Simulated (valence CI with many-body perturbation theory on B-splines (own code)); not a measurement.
E1 transitions of Lu³⁹⁺

Calculated by relativistic CI+MBPT: four valence electrons over a frozen Dirac-Fock core [Ar] 3d10, a basis of 11 s, 11 p, 10 d, 8 f, 5 g, 2 h functions for each j, with the one-electron correlation potential Σ1, the two-electron term Σ2, the three-electron term Σ3, Breit, model QED; selected CI, second order for the rest, scaled by the run's own slope (own B-spline code, finite nucleus).

The last digits are not significant, and no measured levels were compared; by estimate large intervals hold to a few tenths of a per cent, small ones and those within an open d or f shell to about a per cent. Among the levels kept, up to 380 cm⁻¹ of a level comes from second order outside the variational space, and about a tenth of that is noise between levels of different J, which matters for small intervals.

Lines 51 to 100 of 569 in falling wavelength, among levels below 4689.5 × 10³ cm⁻¹, chosen from the strongest by gf and those to the six lowest levels. Wavelengths and rates use the calculated energies. Electric multipoles are in the length gauge, E1 and E2 with the static RPA response of the core. Weak lines are less certain than strong ones. Lines between different terms over intervals too small for the method are left out, as are lines whose strength nearly cancels. Where a level lies close to another of its J and parity, the split of strength between their lines is uncertain. The highest levels of a list are the least certain.

Levels are named by their leading jj configuration (3d3/2^4 stands for four electrons in 3d with j = 3/2), which in mixed levels can hold well under half, so a name can repeat and another be missing. Letters in brackets count levels of one name in rising energy.

```
λ vac (Å)                           Upper                           Lower   A (s⁻¹)  S (a.u.) with core polarisation  S without
    126.8  (4s 4p1/2 4p3/2 4d5/2) J=2 [d]          (4s^2 4p3/2 4d5/2) J=3  1.42e+10                         7.13e-02   7.60e-02
    126.7       (4p1/2^2 4p3/2 4d5/2) J=2  (4s 4p1/2 4p3/2 4d5/2) J=2 [b]  2.16e+10                         1.09e-01   1.16e-01
    126.6          (4s 4p1/2 4d5/2^2) J=5      (4s 4p3/2^2 4d5/2) J=4 [a]  5.83e+09                         6.41e-02   6.84e-02
    126.2  (4s 4p1/2 4p3/2 4d5/2) J=4 [b]          (4s^2 4p3/2 4d5/2) J=4  1.09e+10                         9.73e-02   1.04e-01
    126.1          (4s 4p1/2^2 4p3/2) J=1          (4s^2 4p1/2 4p3/2) J=2  2.82e+10                         8.38e-02   8.92e-02
    125.7       (4p1/2 4p3/2^2 4d5/2) J=3      (4s^2 4p3/2 4f7/2) J=4 [a]  1.43e+10                         9.83e-02   1.05e-01
    124.8       (4p1/2^2 4p3/2 4d5/2) J=2  (4s 4p1/2 4p3/2 4d5/2) J=3 [b]  2.94e+10                         1.41e-01   1.50e-01
    124.7      (4s 4p1/2 4p3/2^2) J=1 [a]              (4s^2 4p3/2^2) J=2  5.61e+09                         1.61e-02   1.71e-02
    124.6  (4s 4p1/2 4p3/2 4f5/2) J=4 [d]          (4s 4p3/2^2 4d5/2) J=5  8.02e+09                         6.89e-02   7.35e-02
    124.5       (4p1/2^2 4p3/2 4d3/2) J=3      (4s 4p1/2 4p3/2 4d3/2) J=4  2.91e+10                         1.94e-01   2.07e-01
    123.9             (4p1/2 4p3/2^3) J=2                (4s 4p3/2^3) J=2  1.55e+10                         7.27e-02   7.75e-02
    123.3  (4s 4p1/2 4p3/2 4f5/2) J=3 [b]          (4s 4p3/2^2 4d3/2) J=4  9.61e+09                         6.23e-02   6.64e-02
    123.2           (4p1/2^2 4p3/2^2) J=2          (4s^2 4p1/2 4d5/2) J=3  3.06e+10                         1.41e-01   1.50e-01
    122.2             (4p1/2 4p3/2^3) J=1                (4s 4p3/2^3) J=2  2.35e+10                         6.36e-02   6.79e-02
    121.2          (4s 4p1/2^2 4p3/2) J=1          (4s^2 4p1/2 4p3/2) J=1  6.96e+09                         1.83e-02   1.95e-02
    120.9      (4s 4p1/2 4p3/2^2) J=2 [b]              (4s^2 4p3/2^2) J=2  1.79e+10                         7.81e-02   8.33e-02
    120.7       (4p1/2 4p3/2^2 4d5/2) J=4          (4s 4p3/2^2 4d5/2) J=5  1.91e+10                         1.49e-01   1.59e-01
    119.5      (4s 4p1/2 4p3/2^2) J=1 [b]              (4s^2 4p3/2^2) J=2  1.54e+10                         3.89e-02   4.14e-02
    118.0       (4p1/2 4p3/2^2 4d5/2) J=5          (4s 4p3/2^2 4d5/2) J=5  2.19e+10                         1.95e-01   2.08e-01
    117.6       (4p1/2^2 4p3/2 4d5/2) J=4      (4s 4p1/2 4p3/2 4d5/2) J=5  3.92e+10                         2.83e-01   3.02e-01
    116.6       (4p1/2^2 4p3/2 4d3/2) J=2  (4s 4p1/2 4p3/2 4d3/2) J=3 [a]  3.25e+10                         1.27e-01   1.36e-01
    115.5       (4p1/2^2 4p3/2 4d5/2) J=3  (4s 4p1/2 4p3/2 4d5/2) J=4 [b]  1.21e+10                         6.44e-02   6.86e-02
    113.2  (4s 4p1/2 4p3/2 4d3/2) J=2 [d]          (4s^2 4p3/2 4d3/2) J=3  1.82e+10                         6.50e-02   6.93e-02
    108.9       (4p1/2^2 4p3/2 4d3/2) J=1  (4s 4p1/2 4p3/2 4d3/2) J=2 [a]  3.38e+10                         6.46e-02   6.88e-02
    108.4       (4p1/2^2 4p3/2 4d5/2) J=4  (4s 4p1/2 4p3/2 4d5/2) J=4 [a]  1.81e+10                         1.03e-01   1.09e-01
    106.2          (4s 4p1/2^2 4f7/2) J=3      (4s 4p1/2 4p3/2 4d3/2) J=4  1.28e+10                         5.30e-02   5.64e-02
    92.05  (4s 4p1/2 4d3/2 4d5/2) J=4 [b]  (4s 4p1/2 4p3/2 4d5/2) J=4 [b]  1.49e+10                         5.16e-02   5.49e-02
    89.54          (4s^2 4p1/2 4d3/2) J=2          (4s^2 4p1/2 4p3/2) J=2  5.37e+09                         9.51e-03   1.00e-02
    87.01          (4s^2 4p1/2 4d3/2) J=2          (4s^2 4p1/2 4p3/2) J=1  3.80e+08                         6.18e-04   6.50e-04
    86.21          (4s 4p1/2^2 4d3/2) J=1          (4s 4p1/2^2 4p3/2) J=2  6.01e+09                         5.70e-03   6.04e-03
    84.57          (4s 4p1/2^2 4d3/2) J=2          (4s 4p1/2^2 4p3/2) J=2  1.92e+10                         2.87e-02   3.04e-02
    83.49      (4s 4p1/2 4d3/2 4d5/2) J=5      (4s 4p1/2 4p3/2 4d5/2) J=5  1.63e+10                         5.15e-02   5.43e-02
    82.64      (4s 4p1/2 4p3/2^2) J=2 [a]          (4s^2 4p1/2 4p3/2) J=2  6.35e+08                         8.85e-04   9.27e-04
    82.34          (4s^2 4p3/2 4d3/2) J=2              (4s^2 4p3/2^2) J=2  2.69e+08                         3.71e-04   3.79e-04
    81.87          (4s^2 4p3/2 4d3/2) J=1              (4s^2 4p3/2^2) J=2  3.71e+08                         3.02e-04   3.06e-04
    81.03          (4s^2 4p3/2 4d3/2) J=3              (4s^2 4p3/2^2) J=2  3.89e+09                         7.16e-03   7.59e-03
    80.48      (4s 4p1/2 4p3/2^2) J=2 [a]          (4s^2 4p1/2 4p3/2) J=1  2.30e+08                         2.96e-04   3.34e-04
    79.90          (4s^2 4p3/2 4d5/2) J=2              (4s^2 4p3/2^2) J=2  2.30e+09                         2.89e-03   2.98e-03
    79.90          (4s^2 4p1/2 4d3/2) J=1          (4s^2 4p1/2 4p3/2) J=2  2.45e+09                         1.85e-03   1.99e-03
    79.05          (4s 4p1/2 4p3/2^2) J=3          (4s^2 4p1/2 4p3/2) J=2  7.45e+09                         1.27e-02   1.33e-02
    77.06  (4s 4p1/2 4p3/2 4f5/2) J=4 [c]  (4s 4p1/2 4p3/2 4d5/2) J=3 [a]  2.42e+10                         4.93e-02   5.19e-02
    77.02          (4s 4p1/2 4d5/2^2) J=5          (4s^2 4p1/2 4f7/2) J=4  3.94e+10                         9.77e-02   1.04e-01
    76.58          (4s^2 4p3/2 4f5/2) J=4          (4s^2 4p3/2 4d3/2) J=3  4.59e+10                         9.15e-02   9.77e-02
    76.38  (4s 4p1/2 4p3/2 4f7/2) J=5 [a]      (4s 4p1/2 4p3/2 4d5/2) J=5  1.62e+10                         3.93e-02   4.15e-02
    76.36              (4s^2 4d5/2^2) J=4          (4s^2 4p3/2 4d5/2) J=3  4.02e+10                         7.95e-02   8.39e-02
    76.32          (4s^2 4p3/2 4f5/2) J=3          (4s^2 4p3/2 4d3/2) J=2  2.95e+10                         4.53e-02   4.85e-02
    76.07  (4s 4p1/2 4p3/2 4f7/2) J=2 [c]  (4s 4p1/2 4p3/2 4d5/2) J=1 [b]  5.19e+10                         5.64e-02   5.92e-02
    76.03  (4s 4p1/2 4p3/2 4f5/2) J=2 [e]  (4s 4p1/2 4p3/2 4d3/2) J=2 [d]  3.52e+10                         3.81e-02   4.07e-02
    75.97  (4s 4p1/2 4d3/2 4d5/2) J=3 [c]  (4s 4p1/2 4p3/2 4d3/2) J=2 [c]  3.73e+10                         5.64e-02   5.98e-02
    75.67      (4s 4p1/2 4d3/2 4d5/2) J=5      (4s 4p1/2 4p3/2 4d3/2) J=4  6.07e+10                         1.43e-01   1.51e-01
```
